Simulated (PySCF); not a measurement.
# Excitation energy of Pb by level of theory

Pb [Xe] 4f14 5d10 6s2 6p2 (3P) → Pb [Xe] 4f14 5d10 6s2 6p1 7s1 (3P), as a difference of total energies. All numbers are calculated (PySCF 2.14, scalar relativity by spin-free X2C-1e, in x2c-TZVPPall with one added diffuse shell each of s, p, d, f type (12s8p7d4f, 99 functions)). Correlated levels: valence and next inner shell: [Kr] 4d10 4f14 frozen. The calculations carry no spin-orbit coupling.

```tsv
method	excitation energy (eV)
UHF	4.000
MP2 (valence and next inner shell)	4.018
SCS-MP2 (valence and next inner shell)	3.969
CCSD (valence and next inner shell)	4.024
CCSD(T) (valence and next inner shell)	4.023
```

Problem. How much does correlation contribute at CCSD(T) (valence and next inner shell)?

Solution. 4.023 − (4.000) = 0.023 eV, measured against UHF.

Spin-orbit coupling is strong in these open shells (close to jj coupling). The scalar numbers leave it out and a first-order estimate fails, so it can dominate the gap to the real levels.

The promoted electron is Rydberg-like, and one or two diffuse shells describe it only roughly, which tends to raise the upper state.
